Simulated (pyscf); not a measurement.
**H₃Si–GeH₂–SiH₃, singlet**

Gas-phase minimum from PySCF at ωB97X-D3(BJ)/def2-SVP, one conformer. 

```
Ge
H 1 1.5388
H 1 1.5388 2 107.94
Si 1 2.3675 2 109.99 3 119.98
H 4 1.4919 1 111.53 2 -59.25
H 4 1.4927 5 108.99 1 -120.81
H 4 1.4927 5 108.99 6 -118.41
Si 1 2.3675 2 109.99 3 -120.00
H 8 1.4919 1 111.53 2 59.54
H 8 1.4927 9 108.99 1 120.80
H 8 1.4927 9 108.99 10 118.41
```
Charge 0, spin multiplicity 1.

Properties at ωB97X-D3(BJ)/def2-SVP:

```json
{
  "harmonic_wavenumbers_unscaled": "81, 82, 93, 307, 357, 389, 426, 451, 564, 578, 673, 701, 875, 886, 918, 954, 955, 957, 959, 2166, 2168, 2242, 2247, 2250, 2254, 2254, 2256 cm⁻¹",
  "zero_point_energy": "41.5 kcal/mol",
  "rotational_symmetry_number": "2",
  "Entropy of this conformer at 298 K and 1 atm, rigid rotor and harmonic oscillator, modes under 100 cm⁻¹ raised to 100": "353.9 J/(mol K)",
  "dipole_moment": "0.09 D"
}
```

Single-point totals, which compare only within one level:

| level | total energy (hartree) |
|---|---|
| ωB97X-D3(BJ)/def2-TZVP | -2660.83727 |
| PBE/def2-TZVP | -2660.17075 |
| r²SCAN/def2-TZVP | -2660.73980 |
| B3LYP-D3(BJ)/def2-TZVP | -2660.92338 |
| PBE0-D3(BJ)/def2-TZVP | -2660.30182 |
| M06-2X/def2-TZVP | -2660.74368 |
| ωB97M-D3(BJ)/def2-TZVP | -2660.90503 |

Soft torsions are taken as harmonic, which can shift the entropy by several J/(mol K). Elements up to Kr have no core potential and no relativistic terms here.
